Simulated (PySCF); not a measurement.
C3H4O4.
Structure used (PBE0-D3(BJ)/def2-SVP), in Å, numbered top down from 1:
```xyz
11
C3H4O4 angstrom
O     -1.7279    1.0270    0.7692
C     -1.6738    0.8975   -0.4172
O     -0.9228   -0.0046   -1.0605
C     -0.0874   -0.7867   -0.2461
C      1.1308   -0.0041    0.1957
O      1.3792    1.1239   -0.1192
O      1.9045   -0.7556    0.9828
H     -2.2469    1.4876   -1.1598
H     -0.6144   -1.1525    0.6490
H      0.2364   -1.6499   -0.8441
H      2.6656   -0.2099    1.2350
```

All values: B3LYP/def2-SVPD (PySCF, non-relativistic), on one gas-phase PBE0-D3(BJ)/def2-SVP geometry that isn't relaxed in the solvent. The solvent is an IEF-PCM continuum (Bondi radii, 1.10 Å for H, scaled by 1.2), and excitations are vertical TDDFT with non-equilibrium linear response and a frozen core. Only the electrostatic response of the medium enters.

```json
{"run": "gas", "E − E(gas) (kcal/mol)": "0.00", "HOMO (eV)": "-8.34", "HOMO–LUMO gap (eV)": "7.72", "dipole (D)": "2.45", "lowest singlet (eV)": "5.90", "static polarisability (au)": "51.0"}
{"run": "P", "E − E(gas) (kcal/mol)": "-10.43", "HOMO (eV)": "-8.37", "HOMO–LUMO gap (eV)": "7.77", "dipole (D)": "3.27", "lowest singlet (eV)": "6.01", "static polarisability (au)": "65.3"}
{"run": "Q", "E − E(gas) (kcal/mol)": "-8.49", "HOMO (eV)": "-8.35", "HOMO–LUMO gap (eV)": "7.77", "dipole (D)": "3.10", "lowest singlet (eV)": "5.98", "static polarisability (au)": "62.1"}
```

**Question.** The runs were made in tetrahydrofuran and water. Which run belongs to which solvent?

**Answer.** P = water, Q = tetrahydrofuran. The dielectric constants are 7.426 (tetrahydrofuran), 78.36 (water), and the energy falls further as ε rises. The optical constants n² used for the excitations are 1.97, 1.78 in the same order. In this model the ground state sees the solvent through ε alone.

**Question.** How constant is the ratio of the lowering to (ε − 1)/(2ε + 1)?

**Answer.** 
```csv
solvent,(ε − 1)/(2ε + 1),E − E(gas) (kcal/mol),ratio (kcal/mol),polarisation term (kcal/mol)
tetrahydrofuran,0.405,-8.49,-20.9,-9.56
water,0.490,-10.43,-21.3,-12.09
```

The ratio changes by +1.5 % in size from tetrahydrofuran to water. The polarisation term is half the interaction of the solute with the induced surface charges.

Time: 19 s; peak memory 0.83 GiB. Hardware: Arm Neoverse V1, one thread, no GPU, shared host. This is the whole response run at B3LYP/def2-SVPD in water, SCF included.
